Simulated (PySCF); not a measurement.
Bond curve of RbLi⁺

Set-up: Rb def2-SVPD with ECP28, Li def2-SVPD; scalar-relativistic core potentials (PySCF 2.14). Energies in eV from Rb⁺ + Li in their ground configurations at the same level. State: ²Σ⁺ (doublet), unpaired electrons σ ↑.

All columns are r²SCANh. A positive dipole points towards Li; it is taken about the centre of mass and depends on that origin.

| R (Å) | E (eV) | μ (D) | Mulliken charge on Rb (basis-dependent) | HOMO (eV) | LUMO (eV) | Mayer bond order | ⟨S²⟩ |
| --- | --- | --- | --- | --- | --- | --- | --- |
| 3.529 | -0.393 | 4.20 | 0.39 | -7.60 | -5.02 | 0.47 | 0.75 |
| 3.694 | -0.440 | 4.36 | 0.38 | -7.49 | -4.93 | 0.46 | 0.75 |
| 3.858 | -0.467 | 4.48 | 0.37 | -7.39 | -4.84 | 0.46 | 0.75 |
| 3.981 | -0.476 | 4.57 | 0.38 | -7.31 | -4.78 | 0.46 | 0.75 |
| 4.104 | -0.478 | 4.63 | 0.39 | -7.23 | -4.74 | 0.47 | 0.75 |
| 4.227 | -0.474 | 4.69 | 0.40 | -7.15 | -4.70 | 0.48 | 0.75 |
| 4.391 | -0.462 | 4.74 | 0.43 | -7.04 | -4.65 | 0.49 | 0.75 |
| 4.596 | -0.439 | 4.77 | 0.47 | -6.92 | -4.65 | 0.50 | 0.75 |
| 4.843 | -0.404 | 4.74 | 0.52 | -6.77 | -4.70 | 0.50 | 0.75 |
| 5.171 | -0.353 | 4.62 | 0.59 | -6.59 | -4.77 | 0.48 | 0.75 |

A fit through these points gives, at Re = 4.078 Å, μ = 4.62 D and dμ/dR = 0.517 D/Å; the reduced mass is 6.481 u.

Problem. How strong is the fundamental in the double-harmonic approximation, I = 42.26·(dμ/dR)²/μred km/mol?

Solution. I = 42.26·(0.517)²/6.481 = 1.74 km/mol at r²SCANh.

Spin–orbit coupling is left out. For an ion De counts to the pair picked by the measured ionisation energies or electron affinities, which need not be the lowest pair at this level. The state was picked by a PBE0 search and need not be the measured ground state.
